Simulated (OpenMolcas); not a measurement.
**Ne6+: effect of the IPEA shift**

```yaml
Program: OpenMolcas
Basis: ANO-RCC-VQZP [5s4p3d2f1g]
Scalar_Hamiltonian: DKH2, point nucleus
Active_space: 2 electrons in 8 orbitals (2s 2p 3s 3p)
State_averaging: 2S+1 = 3 even, 3 roots; 2S+1 = 1 even, 6 roots; 2S+1 = 3 odd, 3 roots; 2S+1 = 1 odd, 3 roots
Spin-orbit_coupling: state interaction with AMFI integrals over the reference wave functions, term energies averaged over their components
```

Methods on the same reference wave functions:
A. CASSCF
B. SS-CASPT2, IPEA 0.25 Eh, imaginary shift 0.1 Eh (closed shells correlated: 1s)
C. SS-CASPT2, IPEA 0.5 Eh, imaginary shift 0.1 Eh (closed shells correlated: 1s)

Energies in cm-1 above 2s2 1S0, the measured ground level; measured values from NIST levels in Podobedova, Fuhr, Reader and Wiese, J. Phys. Chem. Ref. Data 33, 525 (2004).

```tsv
Level	A	B	C	Measured
2s2 1S0	0.0	0.0	0.0	0.0
2s 2p 3P* 0	112343	111343	111351	
2s 2p 3P* 1	112817	111817	111824	
2s 2p 3P* 2	113777	112777	112784	
2s 2p 1P* 1	226971	216401	216455	214952
2p2 3P0	292081	289768	289779	
2p2 3P1	292554	290242	290253	
2p2 3P2	293489	291174	291184
```

Between B and C the level of the table that moves most is 2s 2p 1P* 1, by 54 cm-1 (lowest in B, highest in C).

The lowest spin-free term lies below A's lowest term by 0.016 hartree in B, 0.016 hartree in C.

Active for correlation alone: 3p 3s; no level in the range computed is led by a configuration that fills them, so any true level of that kind is missing. Only configurations of the active space appear. Levels that lie high or do not pair safely by name in every column are left out.

* marks odd parity.
